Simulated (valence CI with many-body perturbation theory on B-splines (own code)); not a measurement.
Results of a calculation; reference values are marked as such.
**K¹³⁺: magnetic and hyperfine properties of the levels**

Level of theory: valence CI with perturbative core correlation (CI+MBPT): four valence electrons over a frozen Dirac-Fock core [He], a basis of 11 s, 11 p, 10 d, 8 f, 5 g, 2 h functions for each j, with the one-electron correlation potential Σ1 (screened to all orders), the two-electron term Σ2, the three-electron term Σ3, Breit, model QED; selected single and double excitations, second order for the rest, scaled by the run's own slope (own B-spline code, finite nucleus).

No measured spectrum was set against this ion. As an estimate, levels of excited configurations hold to 0.05 to 0.15 % of their energy, terms of the ground configuration to about 0.5 %. Among the levels kept, up to 940 cm⁻¹ of a level comes from second order outside the variational space, and about a tenth of that is noise between levels of different J, which matters for small intervals.

A/g_I is the dipole constant over the nuclear g factor μ/I (μ in nuclear magnetons, uniformly magnetised nucleus), B/Q the quadrupole constant per barn. Both hold the static response of the core; the bare values leave it out. Large factors of s and p1/2 electrons are usually good to 5 to 10 %; those of open d and f shells near neutrality can be off by tens of per cent, and small factors of p3/2, d and f electrons come from cancelling terms and can be off by a factor of two or in sign, in half-filled shells by more. B is blank for J = 1/2, where it vanishes, and for nearly pure S terms. Energies count from the lowest level. Levels with J = 0 are left out.

Names give the largest LS component (configuration and term), which can be under half, so a name can repeat, a term be missing and a line seem to break the LS rules; names also repeat where a configuration has a term twice. Letters in brackets count levels of one name in rising energy.

```tsv
Level	E (eV)	g	A/g_I (MHz)	A/g_I bare	B/Q (MHz/b)	B/Q bare
2s²2p² ³P_1	1.64	1.499	-486	748	8930	8990
2s²2p² ³P_2	3.50	1.479	13200	14300	-16100	-16200
2s²2p² ¹D_2	11.92	1.018	16800	16900	33700	33900
2s2p³ ⁵S°_2	31.05	1.998	40700	41500		
2s2p³ ³D°_2	56.89	1.179	26300	26000	12100	12200
2s2p³ ³D°_1	56.98	0.523	-26400	-25400	6260	6300
2s2p³ ³D°_3	57.16	1.332	42800	42200	-122	-129
2s2p³ ³P°_1	66.74	1.478	59000	58100	-6420	-6460
2s2p³ ³P°_2	66.98	1.483	46800	46100	-11900	-12000
2s2p³ ¹D°_2	83.93	1.003	19300	19300	-575	-560
2s2p³ ³S°_1	84.08	1.958	-40000	-35000		
2s2p³ ¹P°_1	93.70	1.036	14300	14600	388	382
2p⁴ ³P_2	127.75	1.486	7960	9860	16000	16100
2p⁴ ³P_1	130.29	1.499	-2540	-460	-8560	-8610
2p⁴ ¹D_2	137.52	1.011	19500	19500	-33400	-33700
2s²2p3s ³P°_1	446.00	1.438	44800	44000	-5940	-5980
2s²2p3s ³P°_2	449.00	1.499	19000	19200	18500	18700
2s²2p3s ¹P°_1	451.14	1.059	5970	6890	15200	15300
2s²2p3p ³D_1 [a]	459.97	0.769	31000	30500	-3330	-3350
2s²2p3p ³D_1 [b]	462.26	0.921	2470	2210	1350	1360
2s²2p3p ³D_2	462.44	1.173	14200	14300	7300	7340
2s²2p3p ³D_3	464.94	1.333	6920	7420	23500	23600
2s²2p3p ³S_1	465.40	1.632	-298	897	-1150	-1150
2s²2p3p ³P_1	466.89	1.676	10400	11300	5690	5730
2s²2p3p ³P_2	467.49	1.468	11400	12000	-5720	-5750
2s²2p3p ¹D_2	471.93	1.023	10700	10800	21200	21300
2s2p²3s ⁵P_1	476.81	2.495	74900	74300	-1840	-1860
2s2p²3s ⁵P_2	478.12	1.831	43700	43500	18700	18800
2s²2p3d ³F°_2	478.16	0.752	14400	14000	3330	3370
2s²2p3d ³F°_3	479.70	1.096	8300	8280	6920	6990
2s2p²3s ⁵P_3	479.76	1.664	43900	43700	-18700	-18800
2s²2p3d ¹D°_2	480.37	1.013	-2250	-2420	-9200	-9240
```

(1) Take the isotope of mass number 39, with I = 3/2, μ = 0.39147 μN and Q = 0.0603 b. What is the hyperfine structure of 2s2p³ ³D°_2?

Results:

(1) From the table A = 6860 MHz, B = 728 MHz. Shifts from the centre of gravity in MHz: F = 1/2: -30200, F = 3/2: -20600, F = 5/2: -3880, F = 7/2: 20800.
